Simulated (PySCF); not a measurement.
**TaOCl + H₂O → HTaO₂ + HCl**

Level: PBE0 in the def2-TZVP basis family, computed in PySCF with density fitting; scalar-relativistic core potentials for atoms from Rb on, none lighter, no spin–orbit coupling; open shells unrestricted.

| species | state and structure | E (Eh) | ZPE (kJ/mol) | H(298 K) − H(0) (kJ/mol) | S° (J/(mol K)) |
| --- | --- | --- | --- | --- | --- |
| TaOCl | triplet, Cs, Ta–Cl 2.309 Å, Ta–O 1.702 Å; Cl–Ta–O 116.1° | -592.29553 | 9.3 | 12.5 | 307.8 |
| H₂O | singlet, C2v, O–H 0.960 Å (×2); H–O–H 105.1° | -76.37736 | 56.5 | 9.9 | 188.7 |
| HTaO₂ | singlet, Cs, Ta–H 1.779 Å, Ta–O 1.722 Å (×2); H–Ta–O 101.4° (×2), O–Ta–O 105.8° | -208.01185 | 31.9 | 12.1 | 285.1 |
| HCl | singlet, C∞v, H–Cl 1.279 Å | -460.66440 | 17.9 | 8.7 | 186.6 |

**Question.** What is the electronic reaction energy?

**Answer.** At PBE0/def2-TZVP, ΔE = -8.8 kJ/mol from the differences of the total energies times 2625.5, downhill. Hydrolysis steps of this kind drive oxide growth by atomic layer deposition.

**Question.** Add zero-point, thermal and entropy terms for 298.15 K and 1 bar.

**Answer.** ΔZPE = -16.0 and Δ[H(298) − H(0)] = -1.6 kJ/mol give ΔH° = -26.4 kJ/mol. ΔS° = -24.8 J/(mol K), so ΔG° = -26.4 − 298.15 × (-0.0248) = -19 kJ/mol and log₁₀K = 3.3.

Spin–orbit coupling can matter for TaOCl, HTaO₂ and is left out. Open d or f shells are single determinants, so the state found may not be the ground state. The structures come from searches over a few start shapes, so lower isomers are not excluded.
